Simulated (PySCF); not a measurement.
C₃H₇O (SMILES [CH2]OCC), doublet, geometry from GFN2-xTB; B3LYP/3-21G (PySCF).

Input for PySCF:
```python
from pyscf import gto, scf, dft

mol = gto.Mole()
mol.atom = '''
    C     1.476361    0.466901    0.436562
    O     0.679123    0.162342   -0.623213
    C    -0.432809   -0.654260   -0.344227
    C    -1.535893    0.105149    0.390271
    H     2.335845    1.048988    0.169802
    H     1.504872   -0.204834    1.278488
    H    -0.120268   -1.523880    0.251816
    H    -0.793488   -1.000427   -1.316698
    H    -1.861638    0.954622   -0.204428
    H    -1.161662    0.471863    1.343366
    H    -2.382598   -0.551801    0.567726
'''
mol.basis = '3-21g'
mol.charge = 0
mol.spin = 1
mol.verbose = 4
mol.build()

mf = dft.UKS(mol)
mf.xc = 'b3lyp'
mf.diis = False
mf.max_cycle = 100
mf.kernel()
mf.analyze()
```

Problem. Predict the main parts of the log of this PySCF run.

Solution. 
```
PySCF version 2.14.0

[INPUT] verbose = 4
[INPUT] num. atoms = 11
[INPUT] num. electrons = 33
[INPUT] charge = 0
[INPUT] spin (= nelec alpha-beta = 2S) = 1
[INPUT] symmetry False subgroup None
[INPUT] Mole.unit = angstrom
[INPUT] Symbol           X                Y                Z      unit          X                Y                Z       unit  Magmom
[...]
nuclear repulsion = 127.711359689
number of shells = 34
number of NR pGTOs = 81
number of NR cGTOs = 50
basis = 3-21g
ecp = {}

******** <class 'pyscf.dft.uks.UKS'> ********
method = UKS
initial guess = minao
damping factor = 0
level_shift factor = 0
DIIS disabled
SCF conv_tol = 1e-09
SCF conv_tol_grad = None
SCF max_cycles = 100
direct_scf = True
direct_scf_tol = 1e-13
number electrons alpha = 17  beta = 16
XC library pyscf.dft.libxc version 7.1.2
    S. Lehtola, C. Steigemann, M. J. T. Oliveira, and M. A. L. Marques,  SoftwareX 7, 1–5 (2018)
XC functionals = b3lyp
    P. J. Stephens, F. J. Devlin, C. F. Chabalowski, and M. J. Frisch,  J. Phys. Chem. 98, 11623 (1994)
radial grids:
    Treutler-Ahlrichs [JCP 102, 346 (1995); DOI:10.1063/1.469408] (M4) radial grids

becke partition: Becke, JCP 88, 2547 (1988); DOI:10.1063/1.454033
pruning grids: <function nwchem_prune>
grids dens level: 3
symmetrized grids: False
atomic radii adjust function: <function treutler_atomic_radii_adjust>
small_rho_cutoff = 0
Set gradient conv threshold to 3.16228e-05
tot grids = 125096
init E= -192.802832950763

cycle= 1 E= -192.57413645225  delta_E= 0.229  |g|= 0.328  |ddm|= 2.08
cycle= 2 E= -192.522584518293  delta_E= 0.0516  |g|= 0.502  |ddm|= 0.769
cycle= 3 E= -192.401950606834  delta_E= 0.121  |g|= 0.797  |ddm|= 0.986
cycle= 4 E= -191.808916539413  delta_E= 0.593  |g|= 1.39  |ddm|= 2.16
cycle= 5 E= -191.092875047918  delta_E= 0.716  |g|=  2.1  |ddm|= 2.73
cycle= 6 E= -184.930331309069  delta_E= 6.16  |g|= 2.91  |ddm|= 10.5
cycle= 7 E= -177.120277365805  delta_E= 7.81  |g|= 4.82  |ddm|= 11.3
cycle= 8 E= -160.324826991094  delta_E= 16.8  |g|= 4.51  |ddm|= 11.2
cycle= 9 E= -160.299442404118  delta_E= 0.0254  |g|= 5.79  |ddm|= 12.5

cycle= 10 E= -146.897664703792  delta_E= 13.4  |g|= 4.21  |ddm|= 18.8
cycle= 11 E= -155.59546617313  delta_E= -8.7  |g|= 5.72  |ddm|= 19.4
cycle= 12 E= -150.78899185852  delta_E= 4.81  |g|= 4.12  |ddm|= 15.3
cycle= 13 E= -152.107881210796  delta_E= -1.32  |g|= 5.69  |ddm|= 16.3
cycle= 14 E= -154.096199819304  delta_E= -1.99  |g|= 4.19  |ddm|= 14.5
cycle= 15 E= -147.375662074929  delta_E= 6.72  |g|= 5.54  |ddm|= 15.5
cycle= 16 E= -155.313595720827  delta_E= -7.94  |g|= 4.39  |ddm|= 13.4

cycle= 17 E= -145.771166139345  delta_E= 9.54  |g|= 5.52  |ddm|= 12.1

cycle= 18 E= -154.945639290985  delta_E= -9.17  |g|= 4.37  |ddm|=   12

cycle= 19 E= -145.494115993682  delta_E= 9.45  |g|= 5.54  |ddm|= 11.3

cycle= 20 E= -154.907985273366  delta_E= -9.41  |g|= 4.35  |ddm|= 11.3

cycle= 21 E= -145.455520639453  delta_E= 9.45  |g|= 5.55  |ddm|= 11.2

cycle= 22 E= -154.897409343039  delta_E= -9.44  |g|= 4.35  |ddm|= 11.2

cycle= 23 E= -145.448504352939  delta_E= 9.45  |g|= 5.55  |ddm|= 11.2

cycle= 24 E= -154.895055679782  delta_E= -9.45  |g|= 4.35  |ddm|= 11.2

cycle= 25 E= -145.447175389513  delta_E= 9.45  |g|= 5.55  |ddm|= 11.2

cycle= 26 E= -154.894579835759  delta_E= -9.45  |g|= 4.35  |ddm|= 11.2

cycle= 27 E= -145.446918747647  delta_E= 9.45  |g|= 5.55  |ddm|= 11.2

cycle= 28 E= -154.894485898394  delta_E= -9.45  |g|= 4.35  |ddm|= 11.2

cycle= 29 E= -145.446868780524  delta_E= 9.45  |g|= 5.55  |ddm|= 11.2

cycle= 30 E= -154.894467472016  delta_E= -9.45  |g|= 4.35  |ddm|= 11.2

cycle= 31 E= -145.446859022897  delta_E= 9.45  |g|= 5.55  |ddm|= 11.2

cycle= 32 E= -154.894463864267  delta_E= -9.45  |g|= 4.35  |ddm|= 11.2

cycle= 33 E= -145.446857115339  delta_E= 9.45  |g|= 5.55  |ddm|= 11.2

cycle= 34 E= -154.894463158309  delta_E= -9.45  |g|= 4.35  |ddm|= 11.2

cycle= 35 E= -145.446856742274  delta_E= 9.45  |g|= 5.55  |ddm|= 11.2

[...]

cycle= 100 E= -154.894462986608  delta_E= -9.45  |g|= 4.35  |ddm|= 11.2
SCF not converged.
SCF energy = -154.894462986608 after 100 cycles  <S^2> = 0.75040551  2S+1 = 2.0004055
**** SCF Summaries ****
Total Energy =                        -154.894462986608346
Nuclear Repulsion Energy =             127.711359688999508
One-electron Energy =                 -475.910230858707109
Two-electron Energy =                  193.304408183099270
Two-electron Coulomb Energy =          222.684083948754846
DFT Exchange-Correlation Energy =      -29.379675765655573
**** MO energy ****
                             alpha | beta                alpha | beta
[...]
To work with the spin densities directly, `use mulliken_meta_spin()` only printing them here.

 ** Mulliken spin pop alpha/beta on meta-lowdin orthogonal AOs **
 ** Mulliken Spin Density (per AO)  **
spin_pop of  0 C 1s        0.00001
spin_pop of  0 C 2s        0.05520
spin_pop of  0 C 3s        0.00044
spin_pop of  0 C 2px       0.09255
spin_pop of  0 C 2py       0.13985
spin_pop of  0 C 2pz       0.00418
spin_pop of  0 C 3px      -0.00251
spin_pop of  0 C 3py       0.00185
spin_pop of  0 C 3pz       0.01290
spin_pop of  1 O 1s       -0.00001
spin_pop of  1 O 2s        0.00004
spin_pop of  1 O 3s        0.00112
spin_pop of  1 O 2px       0.00044
spin_pop of  1 O 2py       0.00012
spin_pop of  1 O 2pz       0.00193
spin_pop of  1 O 3px      -0.00024
spin_pop of  1 O 3py       0.00025
spin_pop of  1 O 3pz       0.00150
spin_pop of  2 C 1s       -0.00001
spin_pop of  2 C 2s        0.00001
spin_pop of  2 C 3s        0.00018
spin_pop of  2 C 2px       0.00002
spin_pop of  2 C 2py       0.00004
spin_pop of  2 C 2pz       0.00002
spin_pop of  2 C 3px       0.00035
spin_pop of  2 C 3py       0.00005
spin_pop of  2 C 3pz       0.00008
spin_pop of  3 C 1s       -0.00000
spin_pop of  3 C 2s       -0.00052
spin_pop of  3 C 3s        0.00053
spin_pop of  3 C 2px      -0.00002
spin_pop of  3 C 2py      -0.00034
spin_pop of  3 C 2pz      -0.00009
spin_pop of  3 C 3px       0.00293
spin_pop of  3 C 3py       0.00192
spin_pop of  3 C 3pz       0.00054
spin_pop of  4 H 1s        0.21749
spin_pop of  4 H 2s        0.00261
spin_pop of  5 H 1s        0.43813
spin_pop of  5 H 2s        0.02858
spin_pop of  6 H 1s        0.00016
spin_pop of  6 H 2s       -0.00000
spin_pop of  7 H 1s        0.00000
spin_pop of  7 H 2s       -0.00000
spin_pop of  8 H 1s       -0.00512
spin_pop of  8 H 2s        0.00016
spin_pop of  9 H 1s        0.00024
spin_pop of  9 H 2s        0.00038
spin_pop of  10 H 1s        0.00165
spin_pop of  10 H 2s        0.00041
 ** Mulliken Spin Density (per atom)  **
spin density of  0 C =      0.30447
spin density of  1 O =      0.00515
spin density of  2 C =      0.00074
spin density of  3 C =      0.00496
spin density of  4 H =      0.22011
spin density of  5 H =      0.46670
spin density of  6 H =      0.00015
spin density of  7 H =      0.00000
spin density of  8 H =     -0.00496
spin density of  9 H =      0.00061
spin density of  10 H =      0.00206
 ** Mulliken pop alpha/beta on meta-lowdin orthogonal AOs **
 ** Mulliken pop       alpha | beta **
In total            17.00000 | 16.00000
 ** Mulliken atomic charges   ( Nelec_alpha | Nelec_beta ) **
charge of  0C =     -3.39991  (     4.85219      4.54772 )
charge of  1O =      5.89179  (     1.05668      1.05153 )
charge of  2C =      3.88657  (     1.05708      1.05634 )
charge of  3C =     -3.99489  (     4.99992      4.99497 )
charge of  4H =     -0.87153  (     1.04582      0.82571 )
charge of  5H =     -0.60162  (     1.03416      0.56746 )
charge of  6H =      0.99540  (     0.00238      0.00222 )
charge of  7H =      0.99809  (     0.00095      0.00095 )
charge of  8H =     -0.83498  (     0.91501      0.91997 )
charge of  9H =     -1.08373  (     1.04217      1.04156 )
charge of  10H =     -0.98520  (     0.99363      0.99157 )
Dipole moment(X, Y, Z, Debye): 23.88922, -42.19775, -64.68331
```

The run did not converge; its last values are not results.
